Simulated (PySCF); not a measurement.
Atomic charges by several schemes

Species: C7H8Cl2.
Z-matrix (Å and degrees, GFN2-xTB geometry), rows numbered from 1:
```
C 
C   1  1.3283
C   2  1.4577  1  124.98
C   3  1.3337  2  121.63  1   169.91
C   3  1.4837  2  118.20  1    -9.89
C   5  1.3255  3  122.77  2   118.17
C   5  1.4992  3  114.84  2   -64.93
Cl  7  1.7790  5  112.49  3   138.19
Cl  7  1.7917  5  109.09  3  -100.88
H   1  1.0775  2  122.23  3     0.59
H   1  1.0766  2  121.48  3  -178.77
H   2  1.0824  1  120.03  3   177.94
H   4  1.0769  3  121.57  2     0.40
H   4  1.0759  3  121.55  2   179.95
H   6  1.0754  5  121.05  3    -2.26
H   6  1.0766  5  121.75  3   178.72
H   7  1.0911  5  112.37  3    16.97
```

Density: PBE0/pcSseg-1 (PySCF); schemes: Mulliken, IAO, Hirshfeld and ESP-fitted. The structure is a single GFN2-xTB conformer in the gas phase; no vibrational or solvent corrections.

Question: Which atoms carry the highest charge in the Mulliken, IAO, Hirshfeld and ESP-fitted schemes?

Answer: The schemes don't all agree: Mulliken H17 (+0.205); IAO H17 (+0.190); Hirshfeld H15 (+0.055); ESP-fitted H17 (+0.366).

Question: Do the Mulliken, IAO, Hirshfeld and ESP-fitted schemes agree on where the charge is lowest?

Answer: The schemes don't all agree: Mulliken C5 (-0.314); IAO C1 (-0.312); Hirshfeld C1 (-0.092); ESP-fitted C7 (-0.650).

Question: For which atoms does the sign change between the 4 schemes (beyond +0.03 e in one, beyond −0.03 e in another)?

Answer: C3, C5, C6 and C7.

Question: Tabulate the Mulliken, IAO, Hirshfeld and ESP-fitted charges.

Answer: In e:

| atom | environment | Mulliken | IAO | Hirshfeld | ESP-fitted |
| --- | --- | --- | --- | --- | --- |
| C1 | terminal =CH2 carbon | -0.117 | -0.312 | -0.092 | -0.351 |
| C2 | alkene CH carbon | -0.129 | -0.144 | -0.045 | -0.224 |
| C3 | fully substituted alkene carbon | -0.250 | 0.000 | +0.003 | +0.180 |
| C4 | terminal =CH2 carbon | -0.005 | -0.301 | -0.086 | -0.485 |
| C5 | fully substituted alkene carbon | -0.314 | -0.011 | -0.010 | +0.252 |
| C6 | terminal =CH2 carbon | +0.055 | -0.284 | -0.086 | -0.408 |
| C7 | CHCl2 carbon | -0.172 | -0.096 | +0.037 | -0.650 |
| Cl8 | alkyl chlorine | -0.054 | -0.071 | -0.037 | +0.015 |
| Cl9 | alkyl chlorine | -0.045 | -0.076 | -0.061 | +0.010 |
| H10 | vinylic hydrogen | +0.142 | +0.152 | +0.032 | +0.163 |
| H11 | vinylic hydrogen | +0.123 | +0.160 | +0.052 | +0.178 |
| H12 | vinylic hydrogen | +0.089 | +0.150 | +0.050 | +0.171 |
| H13 | vinylic hydrogen | +0.110 | +0.152 | +0.051 | +0.196 |
| H14 | vinylic hydrogen | +0.119 | +0.162 | +0.048 | +0.196 |
| H15 | vinylic hydrogen | +0.120 | +0.165 | +0.055 | +0.178 |
| H16 | vinylic hydrogen | +0.122 | +0.164 | +0.043 | +0.213 |
| H17 | methine hydrogen | +0.205 | +0.190 | +0.046 | +0.366 |

Mean size of the charges over all atoms: ESP-fitted 0.249 e, IAO 0.152 e, Mulliken 0.128 e, Hirshfeld 0.049 e. Each set sums to the total charge, 0, to within 0.001 e. The IAO scheme counts the electrons in orthogonalised intrinsic atomic orbitals, a minimal basis polarised so that it spans the occupied orbitals exactly.

Question: How many electrons does the IAO scheme count on C5?

Answer: Z − q = 6 − (-0.011) = 6.011.

Question: Sum the charges by element.

Answer: 
```csv
element,atoms,Mulliken,IAO,Hirshfeld,ESP-fitted
C,7,-0.931,-1.148,-0.279,-1.686
Cl,2,-0.099,-0.147,-0.098,+0.025
H,8,+1.030,+1.295,+0.377,+1.661
```
